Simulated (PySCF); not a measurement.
Computed shifts of a molecule CH₇NOSi, PBE/pcSseg-1 (PySCF), GIAO, gas phase, atoms alike by connectivity averaged where their shifts nearly agree, in ppm (number of nuclei): ²⁹Si: -29.0 (1). ¹⁵N: 35.3 (1). ¹³C: 54.2 (1). ¹H: 5.06 (2), 3.97 (3), 1.32 (2). References: ²⁹Si against TMS (σ = 335.4 ppm); ¹⁵N against NH3 (σ = 267.0 ppm); ¹⁷O against H2O (σ = 334.3 ppm); ¹³C against TMS (σ = 182.0 ppm); ¹H against TMS (σ = 31.49 ppm), references at their B3LYP-D3(BJ)/def2-TZVP geometries, non-relativistic. Geometry optimised at B3LYP-D3(BJ)/def2-SVP. Other conformers were not sampled.

**Question.** Identify the compound among the candidates.
A. CN[SiH2]O
B. CO[SiH2]N
C. NC[SiH2]O
D. C[Si@H](N)O

**Answer.** B, CO[SiH2]N
